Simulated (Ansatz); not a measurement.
F3H3Si2 (`F[SiH2][SiH](F)F`). Charge 0, multiplicity 1.

```
atom   x (Å)   y (Å)   z (Å)
  F1  -1.310  -0.988  -1.585
 Si2  -0.361  -1.097  -0.297
 Si3   0.386   1.065   0.264
  F4  -0.838   1.941   0.780
  F5   1.411   0.919   1.476
  H6   0.790  -1.969  -0.641
  H7  -1.138  -1.700   0.815
  H8   1.060   1.829  -0.810
```

Task: What are the harmonic wavenumbers in cm⁻¹ at PBE0-D4/def2-TZVP (Ansatz, finite differences of forces, unscaled)? (Best estimate.)

Result: The calculation gave: 40, 104, 188, 213, 320, 431, 523, 726, 797, 820, 842, 859, 921, 943, 949, 2231, 2243, 2253.

Task: Is this a minimum?

Result: Yes, all 18 modes are real.

Task: Give the ideal-gas thermochemistry at 298.15 K and 1 bar (rigid rotor, harmonic oscillator; point group C1, symmetry number 1).

Result: Zero-point energy 92.1 kJ/mol; H(298) − E = 112.8 kJ/mol; entropy 354.9 J/(mol·K), of which translation 168.2, rotation 115.5, vibration 71.3; G(298) − E = 7.0 kJ/mol. Modes under 100 cm⁻¹ are hindered rotations or soft bends, so the harmonic entropy is rough.
